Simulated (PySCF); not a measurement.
A species of formula C10H10O has this rotational fingerprint, computed with PySCF 2.14.0, PBE0-D3(BJ)/def2-SVP geometry optimisation, gas phase:

* Rotational constants: A = 2338, B = 895.8, C = 667.0 MHz
* Dipole components: |μa| = 1.59 D, |μb| = 2.82 D, |μc| = 0.15 D
* Inertial defect: -22.56 u·Å²
* κ: -0.73

Question: Which structure is it? (One computed conformer of each.)
A. `[O:1]=[C:2]1[CH2:3][CH2:4][CH2:5][c:6]2[cH:7][cH:8][cH:9][cH:10][c:11]21` with O1–C2–C3–C4 -152°, C2–C3–C4–C5 -56°, C3–C4–C5–C6 54°, C4–C5–C6–C7 153°
B. `[O:1]=[C:2]([c:3]1[cH:4][cH:5][cH:6][cH:7][cH:8]1)[CH:9]1[CH2:10][CH2:11]1` with O1–C2–C3–C4 178°, O1–C2–C9–C10 34°
C. `[CH3:1][O:2][C:3]1=[CH:4][CH:5]=[CH:6][C:7]12[CH:8]=[CH:9][CH:10]=[CH:11]2` with C1–O2–C3–C4 0°
D. 2-methyl-1-indanone (`C[C@H]1Cc2ccccc2C1=O`)

Answer: D. It is C[C@H]1Cc2ccccc2C1=O, an asymmetric top, point group C1. The candidates at the same level (rigid rotor, commonest isotopes):

```csv
SMILES,A (MHz),B (MHz),C (MHz),μa (D),μb (D),μc (D),Δ (u·Å²),point group,rotor
COC1=CC=CC12C=CC=C2,1720,1100,801.9,1.30,0.65,0.00,-122.89,Cs,asymmetric top
O=C(c1ccccc1)C1CC1,3009,649.4,557.3,1.00,2.53,0.07,-39.24,near Cs,near-prolate asymmetric top
O=C1CCCc2ccccc21,1887,1076,702.8,0.90,3.12,0.19,-18.24,C1,asymmetric top
C[C@H]1Cc2ccccc2C1=O,2338,895.8,667.0,1.59,2.82,0.15,-22.56,C1,asymmetric top
```

`O=C1CCCc2ccccc21` has B 20 % too high; `COC1=CC=CC12C=CC=C2` has A 26 % too low; `O=C(c1ccccc1)C1CC1` has A 29 % too high. No structure here is proved a minimum.
